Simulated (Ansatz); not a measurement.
`C=N[SiH2]F` + `FBN[SiH3]` → `C=N[SiH2]N[SiH3]` + `FBF`  (redistribution)

Program: Ansatz. Geometries: PBE0-D4/def2-TZVP. ΔE: electronic, gas phase. CBS: MP2 limit from def2 TZ/QZ plus the TZ coupled-cluster correction, frozen cores. This one scheme is used for every species. Functionals use def2-TZVPP. HSE06 is defined as in plane-wave codes. Each species was taken in one conformer, which may not be the lowest.

```csv
species,HSE06-D4 energy (Eh)
`C=N[SiH2]F`,-484.40095
`FBN[SiH3]`,-471.81360
`C=N[SiH2]N[SiH3]`,-731.08432
`FBF`,-225.11196
```

Q: Work out ΔE.

A: ΔE = (-731.08432) + (-225.11196) − (-484.40095) − (-471.81360) = 0.01827 Eh = +0.50 eV. CCSD(T)/CBS gives +0.52 eV.

Largest T1 diagnostic among the species: 0.013.

In def2-TZVPP, CCSD(T) changes the Hartree–Fock value by −0.07 eV (the triples alone add −0.02 eV) and MP2 by −0.07 eV. Leaving LDA and LC-ωPBE aside and taking each functional with its dispersion term where it has one, the values, not all of them listed here, spread over 0.07 eV, from revPBE-D4 to B2PLYP.
